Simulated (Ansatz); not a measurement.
Reaction: H3BNO (SMILES NB[O], doublet) → H3BNO (SMILES N[B]O, doublet)
Each species at its own B3LYP-D3(BJ)/def2-TZVP minimum (Ansatz, a quantum-chemistry and plane-wave program), one conformer.

Total energies in hartree (Ansatz). Open shells are spin-unrestricted; no spin-orbit coupling. Correlated methods leave the cores frozen. No relativity.

```tsv
species	HF/cc-pVTZ	CCSD(T)/cc-pVTZ	HF/cc-pVQZ	CCSD(T)/cc-pVQZ	CCSD(T)/cc-pVDZ	CCSDT(Q)/cc-pVDZ
1: H3BNO (SMILES NB[O], doublet)	-155.85033	-156.39969	-155.86234	-156.44745	-156.23831	-156.24021
2: H3BNO (SMILES N[B]O, doublet)	-155.83900	-156.40451	-155.85144	-156.45392	-156.23740	-156.23915
```

Work out the isomerisation energy (electronic) in kcal/mol: take Hartree-Fock from cc-pVQZ, extrapolate the CCSD(T) correlation energy as X^-3 (X = 3, 4), and add CCSDT(Q) - CCSD(T) in cc-pVDZ. 1 hartree = 627.51 kcal/mol.


Species 1: correlation (64·(-0.58511) - 27·(-0.54936))/37 = -0.61120; step -0.00190; E1 = -155.86234 + (-0.61120) + (-0.00190) = -156.47544
Species 2: correlation (64·(-0.60248) - 27·(-0.56551))/37 = -0.62946; step -0.00175; E2 = -155.85144 + (-0.62946) + (-0.00175) = -156.48265
-1·E1 +1·E2 = -0.00721 hartree = -4.5 kcal/mol.
